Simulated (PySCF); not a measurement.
SnF, SMILES [F][Sn+] (connectivity only; charge and spin as stated), charge +1, multiplicity 1. Atoms are numbered in the order given.

```xyz
2

Sn     0.0000     0.0000    -0.2858
F      0.0000     0.0000     1.5878
```
Charge +1, spin multiplicity 1.

Geometry: PBE0-D3(BJ)/def2-TZVP. The spin state was assumed, not searched. The def2 effective core potentials stand for the cores of Sn; spin–orbit coupling is left out.

Calculation: PySCF with PBE0-D3(BJ)/def2-TZVP.

Frequencies are harmonic and unscaled.

Computed normal modes with their intensities:
| mode | ν (cm⁻¹) | IR (km/mol) | moving atoms (share of kinetic energy) |
|---|---|---|---|
| 1 | 694 | 89.5 | F 86 %, Sn 14 % |
